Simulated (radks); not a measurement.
Q: Spherical jellium clusters: N electrons in a uniform positive sphere of charge N and radius rs N^(1/3), rs = 2.64 bohr. Method: non-relativistic Kohn-Sham, PBE, spin-polarised, spherical densities; computed with a radial shooting solver with Libxc functionals. Levels are named by radial order and angular momentum (1s, 1p, 1d, 2s, ...), and open shells are averaged over m. Each electron was tried in the lowest free levels, single moves between levels near the top were tried too, and the lowest total energy was kept; such a search can miss a lower state. Give the order in which the levels fill up to N = 34, the shell closures and the spin along the way.

A: Shells are first occupied in the order 1s, 1p, 1d, 2s, 1f. Open shells at each N (closed shells left out): 1: 1s(up 1, down 0); 2: none; 3: 1p(up 1, down 0); 4: 1p(up 2, down 0); 5: 1p(up 3, down 0); 6: 1p(up 3, down 1); 7: 1p(up 3, down 2); 8: none; 9: 1d(up 1, down 0); 10: 1d(up 2, down 0); 11: 1d(up 3, down 0); 12: 1d(up 4, down 0); 13: 1d(up 5, down 0); 14: 1d(up 5, down 0) 2s(up 1, down 0); 15: 1d(up 5, down 1) 2s(up 1, down 0); 16: 1d(up 5, down 3); 17: 1d(up 5, down 4); 18: none; 19: 2s(up 1, down 0); 20: none; 21: 1f(up 1, down 0); 22: 1f(up 2, down 0); 23: 1f(up 3, down 0); 24: 1f(up 4, down 0); 25: 1f(up 5, down 0); 26: 1f(up 6, down 0); 27: 1f(up 7, down 0); 28: 1f(up 7, down 1); 29: 1f(up 7, down 2); 30: 1f(up 7, down 3); 31: 1f(up 7, down 4); 32: 1f(up 7, down 5); 33: 1f(up 7, down 6); 34: none. All shells are closed at N = 2, 8, 18, 20, 34 (there: 1s2 1p6 1d10 2s2 1f14). Largest 2S: 7, at N = 27.
